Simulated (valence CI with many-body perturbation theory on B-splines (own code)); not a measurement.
# E1 line list for Br XXXI

Calculated by configuration interaction combined with many-body perturbation theory (CI+MBPT): three valence electrons over a frozen Dirac-Fock core [He], radial functions for each j: 11 s, 11 p, 9 d, 7 f, 5 g, 2 h, 1 i, with the one-electron correlation potential Σ1 (screened to all orders), the two-electron term Σ2, the three-electron term Σ3, Breit, model QED; selected single and double excitations, second order for the rest (own B-spline code, finite nucleus).

The last digits are not significant, and no measured levels were compared; by estimate large intervals hold to a few tenths of a per cent, small ones and those within an open d or f shell to about a per cent.

Lines 51 to 100 of 260 in falling wavelength, among levels below 18298 × 10³ cm⁻¹, chosen from the strongest by gf and those to the six lowest levels. Wavelengths and rates use the calculated energies. Electric multipoles are in the length gauge, E1 and E2 with the static RPA response of the core. Weak lines are less certain than strong ones. Lines between different terms over intervals too small for the method are left out, as are lines whose strength nearly cancels. The highest levels of a list are the least certain.

Levels are named by their leading jj configuration (3d3/2^4 stands for four electrons in 3d with j = 3/2), which in mixed levels can hold well under half, so a name can repeat and another be missing. Letters in brackets count levels of one name in rising energy.

```
λ vac (Å)                          Upper                       Lower   A (s⁻¹)  log gf  Branch %
    93.74          (2p1/2^2 2p3/2) J=3/2      (2s 2p1/2 2p3/2) J=5/2  2.57e+10   -0.87      34.1
    90.54             (2s 2p3/2^2) J=5/2          (2s^2 2p3/2) J=3/2  1.27e+10   -1.03     100.0
    88.59          (2p1/2 2p3/2^2) J=3/2  (2s 2p1/2 2p3/2) J=3/2 [b]  9.84e+09   -1.33      12.6
    84.42                (2p3/2^3) J=3/2          (2s 2p3/2^2) J=3/2  6.45e+10   -0.56      54.5
    83.42          (2p1/2^2 2p3/2) J=3/2  (2s 2p1/2 2p3/2) J=3/2 [a]  1.50e+10   -1.20      19.8
    81.89          (2p1/2 2p3/2^2) J=5/2  (2s 2p1/2 2p3/2) J=3/2 [b]  1.80e+10   -0.96      29.4
    81.62  (2p1/2 2p3/2 3p3/2) J=5/2 [a]  (2s 2p1/2 3p3/2) J=3/2 [a]  2.13e+10   -0.89       0.1
    80.51      (2p1/2 2p3/2 3p3/2) J=7/2      (2s 2p1/2 3p3/2) J=5/2  1.92e+10   -0.82       0.1
    78.57     (2s 2p3/2 3d5/2) J=7/2 [b]          (2s^2 3d5/2) J=5/2  3.43e+10   -0.60       0.1
    78.07      (2p1/2 2p3/2 3p1/2) J=5/2      (2s 2p1/2 3p1/2) J=3/2  1.96e+10   -0.97       0.2
    77.27     (2s 2p3/2 3p3/2) J=5/2 [b]          (2s^2 3p3/2) J=3/2  4.25e+10   -0.64       0.7
    77.11         (2p1/2 2p3/2 3s) J=5/2         (2s 2p1/2 3s) J=3/2  2.12e+10   -0.94       0.2
    76.81     (2s 2p3/2 3d3/2) J=5/2 [b]          (2s^2 3d3/2) J=3/2  3.53e+10   -0.73       0.0
    76.29             (2p3/2^2 3s) J=3/2     (2s 2p3/2 3s) J=3/2 [a]  2.93e+10   -0.99       0.2
    76.13     (2s 2p3/2 3d3/2) J=3/2 [b]          (2s^2 3d3/2) J=3/2  5.15e+10   -0.75       0.1
    75.85            (2s 2p3/2 3s) J=1/2             (2s^2 3s) J=1/2  5.89e+10   -0.99       0.4
    75.73     (2s 2p3/2 3d5/2) J=5/2 [b]          (2s^2 3d5/2) J=5/2  5.34e+10   -0.56       0.1
    75.68         (2s 2p3/2 3p1/2) J=1/2          (2s^2 3p1/2) J=1/2  5.87e+10   -1.00       0.4
    75.53     (2s 2p3/2 3p3/2) J=3/2 [b]          (2s^2 3p3/2) J=3/2  5.00e+10   -0.77       0.5
    75.32     (2s 2p3/2 3p1/2) J=3/2 [b]          (2s^2 3p1/2) J=1/2  4.72e+10   -0.79       0.6
    74.90        (2s 2p3/2 3s) J=3/2 [b]             (2s^2 3s) J=1/2  5.02e+10   -0.77       0.6
    74.65     (2s 2p1/2 2p3/2) J=3/2 [b]          (2s^2 2p1/2) J=1/2  4.10e+10   -0.86      98.7
    74.09     (2s 2p3/2 3d5/2) J=3/2 [b]          (2s^2 3d5/2) J=5/2  6.05e+10   -0.70       0.1
    73.89     (2s 2p3/2 3d3/2) J=1/2 [b]          (2s^2 3d3/2) J=3/2  6.53e+10   -0.97       0.1
    73.37             (2p3/2^2 3s) J=5/2         (2s 2p3/2 3s) J=5/2  2.38e+10   -0.94       0.2
    71.48          (2p1/2 2p3/2^2) J=3/2      (2s 2p1/2 2p3/2) J=5/2  5.56e+09   -1.77       7.1
    70.60          (2p1/2 2p3/2^2) J=1/2  (2s 2p1/2 2p3/2) J=3/2 [b]  7.63e+10   -0.94      68.7
    70.45         (2s 2p1/2 2p3/2) J=1/2          (2s^2 2p1/2) J=1/2  8.84e+10   -0.88      98.0
    69.01             (2s 2p3/2^2) J=1/2          (2s^2 2p3/2) J=3/2  7.48e+10   -0.97      98.9
    68.48             (2s 2p3/2^2) J=3/2          (2s^2 2p3/2) J=3/2  1.08e+11   -0.52      92.9
    68.01          (2p1/2^2 2p3/2) J=3/2          (2s 2p1/2^2) J=1/2  2.98e+10   -1.08      39.5
    67.05          (2p1/2 2p3/2^2) J=5/2      (2s 2p1/2 2p3/2) J=5/2  2.10e+10   -1.07      34.2
    65.32          (2p1/2 2p3/2^2) J=3/2  (2s 2p1/2 2p3/2) J=3/2 [a]  3.02e+10   -1.11      38.6
    57.45                (2p3/2^3) J=3/2  (2s 2p1/2 2p3/2) J=3/2 [b]  7.61e+09   -1.82       6.4
    55.48          (2p1/2 2p3/2^2) J=3/2          (2s 2p1/2^2) J=1/2  2.32e+09   -2.37       3.0
    52.75             (2s 2p3/2^2) J=3/2          (2s^2 2p1/2) J=1/2  8.18e+09   -1.86       7.1
    6.747             (2s^2 3p1/2) J=1/2  (2s 2p1/2 2p3/2) J=3/2 [b]  4.50e+11   -2.21      73.0
    6.601            (2s 2p1/2 3s) J=3/2  (2s 2p1/2 2p3/2) J=3/2 [b]  4.13e+11   -1.97       3.8
    6.593             (2p3/2^2 3s) J=3/2             (2p3/2^3) J=3/2  9.14e+12   -0.62      66.4
    6.573             (2s^2 3p3/2) J=3/2      (2s 2p1/2 2p3/2) J=5/2  3.76e+11   -2.01      43.9
    6.568         (2p1/2 2p3/2 3s) J=5/2       (2p1/2 2p3/2^2) J=5/2  2.75e+12   -0.97      26.3
    6.563        (2s 2p1/2 3s) J=1/2 [b]  (2s 2p1/2 2p3/2) J=3/2 [b]  4.41e+12   -1.24      62.9
    6.547     (2p1/2 2p3/2 3s) J=3/2 [b]       (2p1/2 2p3/2^2) J=5/2  5.12e+12   -0.88      41.2
    6.519        (2s 2p3/2 3s) J=3/2 [b]          (2s 2p3/2^2) J=3/2  4.38e+12   -0.95      55.0
    6.495        (2s 2p3/2 3s) J=3/2 [a]          (2s 2p3/2^2) J=5/2  6.73e+12   -0.77      61.6
    6.485            (2s 2p1/2 3s) J=3/2      (2s 2p1/2 2p3/2) J=5/2  5.20e+12   -0.88      47.8
    6.467                (2s^2 3s) J=1/2          (2s^2 2p3/2) J=3/2  6.94e+12   -1.06      69.2
    6.462        (2s 2p1/2 3s) J=1/2 [a]  (2s 2p1/2 2p3/2) J=3/2 [a]  7.78e+12   -1.01      78.4
    6.430            (2s 2p1/2 3s) J=3/2  (2s 2p1/2 2p3/2) J=3/2 [a]  8.60e+11   -1.67       7.9
    6.411        (2s 2p3/2 3s) J=3/2 [a]  (2s 2p1/2 2p3/2) J=3/2 [b]  3.21e+11   -2.10       2.9
```

(1) How does gf follow from A for the line at 57.45 Å?

Answers

(1) gf = 1.4992 × (2J+1)_upper × A / σ², with σ = 1740619 cm⁻¹ and 2J+1 = 4: gf = 0.0151.
